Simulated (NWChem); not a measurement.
The numbers come from NWChem runs, not from measurements. System: N-methylmethanimine (C$_{2}$H$_{5}$N), charge 0, spin multiplicity 1, at a geometry optimised with B3LYP/def2-SVP. Level: CCSD(T)/def2-SVPD, 3 core orbitals frozen.

Job file:

```
start mol
memory heap 100 mb stack 700 mb global 1900 mb
geometry units angstroms nocenter noautoz
  C     -1.101829     0.345228     0.000000
  N      0.035405    -0.544811     0.000000
  C      1.197592    -0.047334     0.000000
  H     -1.729368     0.133913    -0.882390
  H     -1.729368     0.133913     0.882390
  H     -0.838141     1.423683     0.000000
  H      1.398715     1.045477     0.000000
  H      2.075748    -0.710673     0.000000
  symmetry group Cs
end
basis spherical
  * library def2-svpd
end
scf
  rhf
  nopen 0
  maxiter 100
  thresh 1e-7
  semidirect memsize 60000000 filesize 0
end
tce
  freeze core 3
  ccsd(t)
  2eorb
  2emet 13
  thresh 1e-6
  maxiter 100
  tilesize 24
end
task tce energy
```

Part of the output:

```
             Northwest Computational Chemistry Package (NWChem) 7.3.0
             --------------------------------------------------------

                                NWChem Input Module
                                -------------------

 Scaling coordinates for geometry "geometry" by  1.889725989
 (inverse scale =  0.529177249)

 Turning off AUTOSYM since
 SYMMETRY directive was detected!

                             Geometry "geometry" -> ""
                             -------------------------

 Output coordinates in angstroms (scale by  1.889725989 to convert to a.u.)

  No.       Tag          Charge          X              Y              Z
 ---- ---------------- ---------- -------------- -------------- --------------
    1 C                    6.0000    -1.10182900     0.34522800     0.00000000
    2 N                    7.0000     0.03540500    -0.54481100     0.00000000
    3 C                    6.0000     1.19759200    -0.04733400     0.00000000
    4 H                    1.0000    -1.72936800     0.13391300    -0.88239000
    5 H                    1.0000    -1.72936800     0.13391300     0.88239000
    6 H                    1.0000    -0.83814100     1.42368300     0.00000000
    7 H                    1.0000     1.39871500     1.04547700     0.00000000
    8 H                    1.0000     2.07574800    -0.71067300     0.00000000

 Effective nuclear repulsion energy (a.u.)      71.9808713090

            Nuclear Dipole moment (a.u.)
            ----------------------------
        X                 Y               Z
 ---------------- ---------------- ----------------
    -0.0000018897     0.0000000000     0.0000000000

      Symmetry information
      --------------------

 Group name             Cs
 Group number              2
 Group order               2
 No. of unique centers     7

      Symmetry unique atoms

     1    2    3    4    6    7    8


 Summary of "ao basis" -> "" (spherical)
 ------------------------------------------------------------------------------
       Tag                 Description            Shells   Functions and Types
[...]
     T(I) DIIS level shift : 0.00D+00
   CC-T/L Amplitude update :  5-th order DIIS
                I/O scheme : Global Array Library
        L-threshold :  0.10D-05
        EOM-threshold :  0.10D-05
 no EOMCCSD initial starts read in
 TCE RESTART OPTIONS
 SLICE:      F
 D4D5:       F
 quantumc:   F
 qrotation:  F
 pwtce:      F
 qducc:      F
 nacto:                         0
 nrotv:                         0
 nrot:                          0

            Memory Information
            ------------------
          Available GA space size is     249026800 doubles
          Available MA space size is     104854316 doubles

 Maximum block size supplied by input
 Maximum block size        24 doubles

 tile_dim =     20

 -------------------------------------------------
   1    alpha     a'     7 doubles       0       1
   2    alpha     a"     2 doubles       7       2
   3    beta      a'     7 doubles       9       1
   4    beta      a"     2 doubles      16       2
   5    alpha     a'    19 doubles      18       5
   6    alpha     a'    19 doubles      37       6
   7    alpha     a'    20 doubles      56       7
   8    alpha     a"    15 doubles      76       8
   9    alpha     a"    15 doubles      91       9
  10    beta      a'    19 doubles     106       5
  11    beta      a'    19 doubles     125       6
  12    beta      a'    20 doubles     144       7
  13    beta      a"    15 doubles     164       8
  14    beta      a"    15 doubles     179       9

 Global array virtual files algorithm will be used

 Parallel file system coherency ......... OK

 4-electron integrals stored in orbital form

 v2    file size   =          8860918
 4-index algorithm nr.  13 is used
 imaxsize =       30
 imaxsize ichop =        0


CCSD iterations
 ---------------------------------------------------------
 Iter          Residuum       Correlation     Cpu    Wall
 ---------------------------------------------------------
    1   0.1768567941006  -0.4638774710694     1.3     1.3
    2   0.0500139316186  -0.4843725789083     1.2     1.2
    3   0.0192959768575  -0.4945174844710     1.2     1.2
    4   0.0087991473610  -0.4965439412168     1.2     1.2
    5   0.0043018258761  -0.4975676378110     1.3     1.3
    6   0.0012126270204  -0.4981435952551     1.2     1.2
    7   0.0005372851077  -0.4982595835037     1.3     1.3
    8   0.0002698555151  -0.4982588953433     1.2     1.2
    9   0.0001459212281  -0.4982622603224     1.2     1.2
   10   0.0000780631022  -0.4982661810939     1.2     1.2
   11   0.0000157466266  -0.4982679909159     1.2     1.2
   12   0.0000063305892  -0.4982704605595     1.2     1.2
   13   0.0000032243308  -0.4982708477919     1.2     1.2
   14   0.0000017641773  -0.4982710257852     1.2     1.2
   15   0.0000010215968  -0.4982710740064     1.2     1.2
   16   0.0000002699581  -0.4982711240601     1.3     1.3
 -----------------------------------------------------------------
 Iterations converged
 CCSD correlation energy / hartree =        -0.498271124060149
 CCSD total energy / hartree       =      -133.467856153409997

 Singles contributions

 Doubles contributions
 CCSD(T)
 Using plain CCSD(T) code
             total no. of tasks          295
 total no. of tasks / no. procs          295
                         wl_min        27000           5.5
                         wl_max      2744000          11.8
        thresh for no. of tasks          295

 CCSD[T]  correction energy / hartree =        -0.018929966724861
 CCSD[T] correlation energy / hartree =        -0.517201090785009
 CCSD[T] total energy / hartree       =      -133.486786120134866
 CCSD(T)  correction energy / hartree =        -0.018268146165337
 CCSD(T) correlation energy / hartree =        -0.516539270225485
 CCSD(T) total energy / hartree       =      -133.486124299575323

 Task  times  cpu:       85.7s     wall:       85.7s

 Total times  cpu:       85.7s     wall:       85.7s
```
